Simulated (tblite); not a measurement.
A geometry optimisation, step by step.

Compound: C₄H₆F₃OPS.
Atom-mapped SMILES: `[CH3:1][O:2][CH2:3][P@@H:4](=[S:5])[C:6]([F:7])=[C:8]([F:9])[F:10]` (hydrogens: H11, H12, H13 on C1; H14, H15 on C3; H16 on P4)

Computed with GFN2-xTB (tblite), gas phase: L-BFGS steps from a force-field or distance-geometry start until the largest atomic force falls under 0.01 eV/Å. 4 of its 172 geometries are shown.

Step 0: E = -967.5435 eV, largest atomic force 10.890 eV/Å
```
atom  x, y, z in Å  |  force x, y, z in eV/Å
C1      2.658   -0.113   -0.129    1.504  -0.443   0.199
O2      1.762    0.846   -0.590    0.897   0.421  -0.707
C3      0.617    0.980    0.139   -0.835   1.804  -0.696
P4     -0.323   -0.566    0.135    1.087   2.241  -7.199
S5     -0.509   -1.186    1.761   -0.541  -4.129  10.062
C6     -1.932   -0.192   -0.596    0.390   0.080  -1.732
F7     -1.966    0.026   -1.954   -0.261  -0.127   1.134
C8     -3.025   -0.113    0.148   -1.231  -0.009   0.474
F9     -2.992   -0.334    1.504   -1.360   0.753  -2.534
F10    -4.221    0.175   -0.465    1.212  -0.404   1.662
H11     2.259   -1.141   -0.101   -0.152   0.239   0.178
H12     3.494   -0.144   -0.868   -0.517   0.198   0.492
H13     3.095    0.125    0.880   -0.480  -0.062  -0.664
H14    -0.013    1.769   -0.384    0.566  -0.513   0.250
H15     0.752    1.381    1.168    0.106  -0.529  -0.045
H16     0.336   -1.505   -0.659   -0.387   0.480  -0.874
```

Step 57: E = -969.2411 eV, largest atomic force 0.034 eV/Å
```
atom  x, y, z in Å  |  force x, y, z in eV/Å
C1      2.757   -0.062   -0.048   -0.010   0.002   0.001
O2      1.815    0.760   -0.700    0.002  -0.001  -0.015
C3      0.651    0.954    0.029    0.015  -0.004   0.000
P4     -0.338   -0.648    0.152    0.031   0.001   0.013
S5     -0.319   -1.592    1.830    0.002  -0.008  -0.008
C6     -1.988   -0.203   -0.532   -0.007   0.005  -0.005
F7     -1.998   -0.033   -1.866    0.002  -0.014  -0.017
C8     -3.124   -0.070    0.148    0.002   0.006   0.011
F9     -3.206   -0.188    1.454    0.002  -0.007   0.016
F10    -4.302    0.216   -0.373    0.005   0.008  -0.004
H11     2.330   -1.048    0.181   -0.012  -0.005  -0.003
H12     3.597   -0.176   -0.729   -0.019   0.010  -0.001
H13     3.098    0.398    0.886   -0.013  -0.003   0.012
H14     0.063    1.714   -0.496    0.022  -0.018   0.004
H15     0.854    1.287    1.061   -0.023   0.013  -0.006
H16     0.100   -1.300   -1.009    0.001   0.015   0.002
```

Step 114: E = -969.2605 eV, largest atomic force 0.114 eV/Å
```
atom  x, y, z in Å  |  force x, y, z in eV/Å
C1      2.707   -0.034    0.229    0.005   0.009  -0.025
O2      1.891    0.794   -0.574    0.023   0.032  -0.012
C3      0.576    0.914   -0.147    0.011  -0.002   0.015
P4     -0.316   -0.740   -0.198    0.018  -0.032   0.020
S5     -0.118   -1.929    1.308   -0.039  -0.033  -0.032
C6     -2.064   -0.326   -0.604   -0.049   0.035   0.022
F7     -2.461   -0.608   -1.854   -0.009  -0.002   0.065
C8     -2.922    0.131    0.305    0.037   0.013  -0.017
F9     -2.520    0.436    1.530   -0.005  -0.016  -0.113
F10    -4.205    0.387    0.145    0.062  -0.017   0.000
H11     2.458   -1.093    0.090   -0.031   0.020   0.003
H12     3.729    0.140   -0.105   -0.009   0.006   0.022
H13     2.610    0.217    1.290    0.006   0.012  -0.019
H14     0.094    1.616   -0.836   -0.028  -0.019   0.034
H15     0.496    1.290    0.888    0.037   0.011   0.005
H16     0.038   -1.186   -1.478   -0.027  -0.017   0.031
```

Step 171: E = -969.3071 eV, largest atomic force 0.008 eV/Å
```
atom  x, y, z in Å  |  force x, y, z in eV/Å
C1      2.683    0.039    0.067    0.001  -0.002   0.001
O2      1.723    0.904   -0.497    0.001   0.000   0.000
C3      0.499    0.866    0.156    0.001   0.004   0.001
P4     -0.317   -0.813   -0.086    0.003  -0.004   0.006
S5     -0.247   -2.085    1.363    0.000   0.002  -0.005
C6     -2.031   -0.459   -0.656   -0.004   0.004   0.003
F7     -2.446   -1.099   -1.754    0.003  -0.001   0.001
C8     -2.851    0.271    0.091   -0.003   0.003   0.002
F9     -2.373    0.884    1.169   -0.001  -0.001  -0.007
F10    -4.121    0.551   -0.101   -0.001  -0.004   0.002
H11     2.353   -1.008    0.013    0.003   0.004  -0.002
H12     3.594    0.167   -0.514    0.000  -0.006  -0.001
H13     2.872    0.292    1.116   -0.001  -0.001   0.001
H14    -0.123    1.651   -0.281    0.001   0.001   0.003
H15     0.595    1.031    1.242   -0.003   0.000  -0.004
H16     0.183   -1.184   -1.340    0.000   0.002  -0.001
```

**Question.** Summarise the path.

**Answer.** The energy falls by 170.16 kJ/mol from step 0 to step 171; nine tenths of that is first reached at step 9. It rises by more than 0.2 meV at step 110. The largest force goes from 10.890 to 0.008 eV/Å. Among the bonds P4=S5 changes most, from 1.750 to 1.929 Å; the atoms move by 0.637 Å rms after alignment.
